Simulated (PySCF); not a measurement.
Ionisation energy of Co²⁺ by level of theory

Co²⁺ [Ar] 3d7 (4F) → Co³⁺ [Ar] 3d6 (5D), as a difference of total energies. Computed with PySCF 2.14 in aug-cc-pV5Z (10s9p7d5f4g3h2i, 202 functions), with no relativity, point nucleus. Correlated levels: valence: [Ar] frozen. The calculations carry no spin-orbit coupling.

| method | ionisation energy (eV) |
| --- | --- |
| UHF | 31.451 |
| LDA | 34.601 |
| PBE | 34.368 |
| PBE0 | 33.927 |
| r2SCAN | 34.007 |
| MP2 (valence) | 33.475 |
| SCS-MP2 (valence) | 33.625 |

Question: How much does correlation contribute at MP2 (valence)?

Answer: 33.475 − (31.451) = 2.024 eV, measured against UHF.

A first-order spin-orbit estimate (lowest level to lowest level, LS coupling) adds 0.030 eV.

These non-relativistic numbers lack the scalar-relativistic shift.

For comparison: 33.5 ± 0.06 eV (semi-empirical (NIST evaluation); NIST Atomic Spectra Database, ionization energies).
